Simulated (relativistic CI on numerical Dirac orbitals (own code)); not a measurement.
**Pd⁴⁺ (4d6) in a crystal field**

Calculated by Dirac-Coulomb-Breit CI, orbitals from a KLI potential per configuration, model QED (radiative potential, 1s self-energy scaled to tabulated hydrogen-like ionisation energies), valence Slater integrals scaled by 0.85, one configuration in a parametric crystal field (own radial code).

Field parameters in Wybourne normalisation: Oh B⁴₀ = 21Dq, B⁴₄ = √(5/14) B⁴₀. The field is a parameter set, without covalency.

S is read from ⟨S²⟩ = S(S + 1).

Levels (cm⁻¹, degeneracy): 0 (3), 433 (2), 655 (3), 815 (1), 1817 (3), 1922 (3), 4243 (1), 8219 (2), 8676 (3), 10115 (3), 12146 (3), 12663 (1).

Q: Which field gives this pattern?
A. Oh, 10Dq = 42050 cm⁻¹
B. Oh, 10Dq = 7250 cm⁻¹
C. Oh, 10Dq = 13050 cm⁻¹
D. Oh, 10Dq = 36250 cm⁻¹

A: C. Oh, 10Dq = 13050 cm⁻¹, ground level with S = 1.98.
